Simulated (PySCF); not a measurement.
## EPR parameters of C5H7OS

C5H7OS (doublet state).
Z-matrix (Å and degrees, GFN2-xTB geometry), rows numbered from 1:
```
S 
C   1  1.9652
C   2  1.4271  1  111.77
C   3  1.4961  2  127.53  1   -73.69
C   4  1.4977  3  100.53  2   165.03
C   5  1.3347  4  108.29  3    -1.42
O   6  1.3566  5  113.29  4     0.04
H   1  1.3281  2   93.87  3   -61.84
H   2  1.0844  1  100.69  3  -120.86
H   2  1.0846  1  103.39  3   122.92
H   4  1.0993  3  111.92  2    45.14
H   4  1.0975  3  112.61  2   -74.77
H   5  1.0705  4  124.55  3   178.79
H   6  1.0735  5  131.02  4   179.88
```

The hyperfine couplings belong to this conformer and change with its torsions.

As a line formula: `O1[C](CC=C1)CS` [radical].

Method: UKS B3LYP, pcH-1 on C H O S, non-relativistic, mean-field spin-orbit, GIAO (PySCF). The structure is a single GFN2-xTB conformer in the gas phase; no vibrational or solvent corrections. The geometry wasn't refined by DFT: couplings that depend on bond lengths, twists or pyramidal angles can differ widely from those at the functional's own minimum. No stability test was run, so a lower SCF solution isn't excluded.

* g1, g2, g3: 2.00215, 2.00399, 2.00726
* g_iso: 2.00447
* Form of g: rhombic: the two nearest values differ by 36 % of g3 − g1
* ⟨S²⟩: 0.7572 (exact 0.7500)
* α and β electrons: 31, 30
* HOMO–LUMO gap, α and β orbitals: 4.69, 4.58 eV

Hyperfine couplings atom by atom, in G; T1 to T3 are the principal values of the dipolar part (MHz turned into gauss with g_iso; 10 G = 1 mT):

```json
{"atom": "S1", "isotope": "33S", "a_iso": "8.2", "of which spin–orbit": "0.0", "T1": "-7.6", "T2": "-7.1", "T3": "14.7", "Mulliken spin population": "0.20"}
{"atom": "C2", "isotope": "13C", "a_iso": "2.0", "of which spin–orbit": "0.0", "T1": "-2.4", "T2": "0.5", "T3": "1.9", "Mulliken spin population": "-0.08"}
{"atom": "C3", "isotope": "13C", "a_iso": "32.8", "of which spin–orbit": "0.0", "T1": "-24.1", "T2": "-23.6", "T3": "47.6", "Mulliken spin population": "0.73"}
{"atom": "C4", "isotope": "13C", "a_iso": "-10.5", "of which spin–orbit": "0.0", "T1": "-0.6", "T2": "0.0", "T3": "0.6", "Mulliken spin population": "-0.08"}
{"atom": "C5", "isotope": "13C", "a_iso": "2.8", "of which spin–orbit": "0.0", "T1": "-2.6", "T2": "-1.6", "T3": "4.1", "Mulliken spin population": "0.08"}
{"atom": "C6", "isotope": "13C", "a_iso": "-2.6", "of which spin–orbit": "0.0", "T1": "-2.5", "T2": "0.8", "T3": "1.7", "Mulliken spin population": "-0.04"}
{"atom": "O7", "isotope": "17O", "a_iso": "-6.3", "of which spin–orbit": "0.0", "T1": "-15.9", "T2": "7.6", "T3": "8.3", "Mulliken spin population": "0.08"}
{"atom": "H8", "isotope": "1H", "a_iso": "-2.5", "of which spin–orbit": "0.0", "T1": "-2.3", "T2": "0.4", "T3": "1.9", "Mulliken spin population": "-0.01"}
{"atom": "H9", "isotope": "1H", "a_iso": "9.7", "of which spin–orbit": "0.0", "T1": "-1.9", "T2": "-0.9", "T3": "2.8", "Mulliken spin population": "0.01"}
{"atom": "H10", "isotope": "1H", "a_iso": "5.6", "of which spin–orbit": "0.0", "T1": "-1.8", "T2": "-0.9", "T3": "2.7", "Mulliken spin population": "0.01"}
{"atom": "H11", "isotope": "1H", "a_iso": "45.9", "of which spin–orbit": "0.0", "T1": "-1.4", "T2": "-0.7", "T3": "2.1", "Mulliken spin population": "0.06"}
{"atom": "H12", "isotope": "1H", "a_iso": "43.8", "of which spin–orbit": "0.0", "T1": "-1.5", "T2": "-1.3", "T3": "2.7", "Mulliken spin population": "0.05"}
{"atom": "H13", "isotope": "1H", "a_iso": "-2.3", "of which spin–orbit": "0.0", "T1": "-1.5", "T2": "-0.5", "T3": "1.9", "Mulliken spin population": "0.00"}
{"atom": "H14", "isotope": "1H", "a_iso": "0.1", "of which spin–orbit": "0.0", "T1": "-0.9", "T2": "-0.6", "T3": "1.4", "Mulliken spin population": "0.00"}
```

The largest Mulliken spin populations are on C3 (+0.73), S1 (+0.20), C5 (+0.08) and C4 (-0.08). The positive populations add up to 1.21 and the negative ones to -0.21, together 2S = 1. The angles at C3 add up to 357.7°, so it is nearly planar.

Axes: g1 points within 4° of the S1–C2 bond and g2 points within 7° of the C3–C4 bond.

Under fast tumbling the dipolar parts average out, and these isotropic splittings remain: 2 × 1H (H11/H12, I = 1/2, 3 lines) with 4.48 mT, 2 × 1H (H9/H10, I = 1/2, 3 lines) with 0.77 mT, 1 × 1H (H8, I = 1/2, 2 lines) with 0.25 mT and 1 × 1H (H13, I = 1/2, 2 lines) with 0.23 mT.

Nuclei that the bonding pattern makes equivalent are averaged, as if the motion that swaps them (rotation, inversion, ring flip) were fast. The 1H value of +21.5 MHz is a mean of couplings from 15.7 to 27.2 MHz in this one geometry, not an average over conformers.

The 17O coupling of O7 (-17.6 MHz) shows only in satellite lines or after enrichment, since that isotope makes up about 0.038 % of natural oxygen.

The 33S coupling of S1 (22.9 MHz) shows only in satellite lines or after enrichment, since that isotope makes up about 0.76 % of natural sulfur.

Examples of negative spin density at the nucleus (bohr⁻³): C4 (-0.0261), C6 (-0.0065) and H8 (-0.0016).
